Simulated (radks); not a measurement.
Values are calculated unless marked as measured or tabulated.
Problem. Ionisation of the gold ion Au+, [Xe] 4f14 5d10, to [Xe] 4f14 5d9 as the strength of local exchange is varied. Level of theory: Dirac Kohn-Sham, Slater X-alpha exchange (alpha = 2/3 is LDA exchange), no correlation, spin-unpolarised, spherical densities, finite nucleus; Fermi nuclear charge, rms radius 5.4371 fm (a radial shooting solver on a logarithmic mesh with Libxc functionals).

alpha  E(Au+) (hartree)  exchange (hartree)  IE (eV)  -e of the level emptied (eV)  <r> of it (bohr)
0.554       -18966.2496           -286.7905   17.639                12.090 (5d5/2)             1.664
0.596       -18988.0053           -308.9133   18.280                12.655 (5d5/2)             1.647
0.816       -19102.4013           -425.6678   21.865                15.859 (5d5/2)             1.567
0.879       -19135.2955           -459.3719   22.961                16.851 (5d5/2)             1.546
?           -19024.8437           -346.4329   19.395                13.645 (5d5/2)             1.620

Which alpha was used in the last row?

Solution. alpha = 0.667. NIST Atomic Spectra Database: 20.20 eV (measured). The Delta-SCF value meets it near alpha = 0.72. Spin polarisation and multiplet splitting are left out, so open shells lie too high by an amount that depends on their filling.

Beside tabulated values, note that spin-unpolarised runs miss the spin-polarisation part of the exchange energy of open shells.
